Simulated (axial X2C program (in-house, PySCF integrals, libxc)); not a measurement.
What spin–orbit coupling does to AsO⁻

Calculated with an axial X2C code built on PySCF integrals. Spin-free means the one-electron spin-free X2C Hamiltonian; two-component (2c) means X2C with spin–orbit coupling and atomic mean-field two-electron Coulomb and Gaunt terms, so the difference of the two also holds small scalar two-electron terms. Basis: As dyall-acv3z [10s10p7d5f1g], O dyall-av3z [7s6p3d2f] (cores contracted in-house); Gaussian nuclei, density fitting, unrestricted open shells. Masses: As 74.922 u, O 15.995 u.

Spin-free state: M_S = 1, Λ = 0 (beyond evenly filled blocks: π+α, π-α); fragments As + O- for PBE0, CCSD, CCSD(T), B97-3; As- + O for HF.

| level | Re (Å) | ωe (cm⁻¹) | De (eV) | μ (D) |
| --- | --- | --- | --- | --- |
| PBE0 | 1.678 | 857.2 | 4.810 | -1.83 |
| HF | 1.645 | 949.6 | n/a | -2.43 |
| CCSD | 1.684 | 853.6 | 4.466 | n/a |
| CCSD(T) | 1.696 | 819.4 | 4.644 | n/a |
| B97-3 | 1.685 | 846.1 | 4.758 | -1.95 |

Correlated methods: 12 electrons correlated (number of frozen shells: As 3 s, 2 p, 1 d; O 1 s), 262 virtual spin orbitals or spinors in MP2, 89 natural virtuals in coupled cluster.

Dipoles are positive if O is the positive end and refer to the centre of mass.

Two-component determinant lowest at the distance of the search:

Ω = 1 (⟨Sz⟩ = 1.00, ⟨Lz⟩ = 0.00 at HF); fragments As + O- for PBE0, CCSD, CCSD(T), B97-3; As- + O for HF.

| level | Re (Å) | ωe (cm⁻¹) | De (eV) | μ (D) |
| --- | --- | --- | --- | --- |
| PBE0 | 1.678 | 856.7 | 4.801 | -1.82 |
| HF | 1.646 | 949.1 | n/a | -2.42 |
| CCSD | 1.684 | 852.9 | 4.458 | n/a |
| CCSD(T) | 1.697 | 818.8 | 4.636 | n/a |
| B97-3 | 1.685 | 845.6 | 4.748 | -1.94 |

(1) From the two tables, how do the constants change at the CCSD(T) level (2c against spin-free)?

One determinant describes the state; a PBE0 search over occupations chose it and may have missed a lower one. Dissociation energies refer to the lowest single-determinant-based atoms at the same level and basis. De is not given where an atomic determinant may have missed its ground term or J level, or where the truncated virtual space spoils (T). Density functionals use the spin component along the axis (collinear). Coupled cluster ran in a truncated set of natural virtual spinors; the MP2 energy of the rest was added. (T) has no such correction and the atoms are truncated less, which lowers De at CCSD(T) by a hundredth of an eV or more. In 2c an atomic determinant is not the ground J level, so De misses part of the atomic spin–orbit lowering. This holds for PBE0, B97-3. Other states lie close and PBE0, whose exact exchange favours high spin, may order them wrongly; the determinant shown need not be the ground state. The nearest other spin-free determinant of the search, M_S = 0, Λ = 2, lies 0.68 eV up at the distance of the search. Without a current term, density functionals place determinants with orbital angular momentum somewhat too high. With several unpaired electrons one determinant need not be a pure state. Open-shell Ω = 0 determinants with evenly filled partner blocks cannot be reached by this program, so the Ω shown need not be the lowest component. This is the Ω = 1 component of a π² triplet; the 0⁺ component is not one determinant and can lie lowest. The highest occupied level of some functionals is positive through self-interaction error; at Hartree–Fock it is bound. The stretched end of a curve changes character and is left out.

Answers

(1) At the CCSD(T) level Re is unchanged within 0.001 Å and ωe decreases by 0.6 cm⁻¹; De changes by -0.008 eV.
